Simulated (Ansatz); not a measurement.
Two isomers of C3H6Si: A = `[SiH3]C1=CC1`, B = `C[SiH]1C=C1`.

Computed with Ansatz on PBE0-D4/def2-TZVP structures; ΔE is electronic, products minus reactants. CBS: MP2 limit from def2 TZ/QZ plus the TZ coupled-cluster correction, frozen cores. Functionals use def2-TZVPP. B3LYP here is the variant with VWN-RPA as its local correlation; programs differ in this.

Q: Which is lower in electronic energy at CCSD(T)/CBS, and by how much? (An estimate is asked.)

A: The calculation gave: B, by 96.2 kJ/mol.

Q: Give E(B) − E(A) in kJ/mol with r2SCAN-D4, PBE-D4, CCSD/def2-TZVPP, LDA (SPW92), B3LYP-D4, BLYP-D4, HF/def2-TZVPP. (An estimate is asked.)

A: Ansatz gave: r2SCAN-D4 -99.3, PBE-D4 -93.3, CCSD/def2-TZVPP -92.7, LDA (SPW92) -97.0, B3LYP-D4 -90.4, BLYP-D4 -87.4, HF/def2-TZVPP -85.1. None reverses the order clearly.

Q: Does the order hold for the free energy at 298.15 K (harmonic terms from PBE0-D4)? (An estimate is asked.)

A: Computed: Yes: G(B) − G(A) = -85.6 kJ/mol.

Largest T1 diagnostic: 0.012.

Leaving LDA and LC-ωPBE aside and taking each functional with its dispersion term where it has one, the values, not all of them listed here, spread over 14.3 kJ/mol, from B97M-V to BLYP-D4. LDA lies −4.0 kJ/mol from PBE without D4. In def2-TZVPP, CCSD(T) changes the Hartree–Fock value by −8.5 kJ/mol (the triples alone add −0.9 kJ/mol) and MP2 by −8.3 kJ/mol.
